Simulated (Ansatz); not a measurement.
The cluster Ge4F8, relaxed as a triplet with UKS PBE-D4/def2-SVP in Ansatz, starting from the PBE-D4/def2-SVP geometry of the neutral singlet. Force threshold 0.03 eV/Å.

At PBE-D4/def2-SVP a singlet of charge 0 lies 1.92 eV below the triplet, each at its own geometry. The structure comes from a short search, and lower isomers may exist.

Start:

Cartesian coordinates in Å:
```
Ge 0.919 -2.239 -0.913
Ge -0.283 -1.074 2.420
Ge -0.803 -0.304 -1.435
Ge 0.273 1.457 0.106
F 0.487 -2.280 1.059
F -0.291 0.351 -2.997
F 1.924 -0.750 -0.659
F 0.790 0.433 1.704
F -0.712 2.597 1.002
F -1.566 -0.614 1.237
F -2.515 0.098 -1.458
F 1.778 2.327 -0.065
```

**Question.** Estimate the energy that the relaxation releases and the steps that it takes.

**Answer.** 29.3 kcal/mol, in 15 steps; 52 s on 4 threads of Intel Xeon 6975P-C on a shared host. No frequencies were taken in this run, so the end may be a saddle point.

**Question.** Does the start keep its bonding?

**Answer.** By distances, no bond broke or formed. The bond that changes most is Ge3–Ge4, from 2.57 to 2.73 Å (atoms count from 1).

**Question.** Predict the relaxed structure.

**Answer.** 
```csv
atom,x (Å),y (Å),z (Å)
Ge1,0.6433,-1.8027,-1.0188
Ge2,-0.3602,-1.0792,2.3879
Ge3,-1.2010,0.1595,-1.4327
Ge4,0.5187,1.4965,0.2139
F5,0.3900,-2.1983,0.9627
F6,-0.3789,0.2200,-3.0257
F7,2.0022,-0.6808,-0.6378
F8,0.8470,0.3915,1.8034
F9,-0.4683,2.6650,1.0830
F10,-1.5856,-0.4239,1.2242
F11,-2.4843,-1.0510,-1.7027
F12,2.0771,2.3033,0.1425
```
Bond lengths: 10 × F–Ge 1.76 to 2.04 Å; 2 × Ge–Ge 2.72 to 2.73 Å.
